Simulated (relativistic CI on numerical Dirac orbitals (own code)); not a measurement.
## Zn3+: M2,3 absorption edge

Computed with this model: Dirac-Coulomb-Breit CI, orbitals from a KLI potential per configuration, model QED (radiative potential, 1s self-energy scaled to tabulated hydrogen-like ionisation energies), multiplet model of core-to-valence dipole absorption, unscaled Slater integrals; configurations [Ar] 3d9 → [Ne] 3s2 3p5 3d10; 300 K; Lorentzian 1.2 eV and Gaussian 0.3 eV FWHM. Energies are those of the free ion, without screening or charge transfer. The branching ratio is the share of the lower-energy edge in the whole absorption, uncertain by about 0.02 where the edges overlap. S is read from ⟨S²⟩ = S(S + 1).

Field parameters in Wybourne normalisation: Oh B⁴₀ = 21Dq, B⁴₄ = √(5/14) B⁴₀. The field is a parameter set, without covalency.

Computed curve for Oh, 10Dq = 9300 cm⁻¹, scaled to 100 at the maximum (points under 2 are left out and the grid is thinned):

```tsv
Energy (eV)	Intensity
79.00	2.2
79.25	2.5
79.50	2.8
79.75	3.2
80.00	3.7
80.25	4.2
80.50	5.0
80.75	5.9
81.00	7.2
81.25	8.9
81.50	11.3
81.75	14.7
82.00	19.9
82.25	28.0
82.50	41.0
82.75	61.2
83.00	86.1
83.25	100.0
83.50	88.8
83.75	64.6
84.00	44.0
84.25	30.9
84.50	23.0
84.75	18.6
85.00	16.4
85.25	16.1
85.50	17.8
85.75	22.0
86.00	28.2
86.25	32.6
86.50	30.2
86.75	22.9
87.00	16.0
87.25	11.3
87.50	8.3
87.75	6.4
88.00	5.1
88.25	4.1
88.50	3.5
88.75	3.0
89.00	2.6
89.25	2.2
```

The ground state has S = 0.50, and the centroid lies at 83.95 eV.
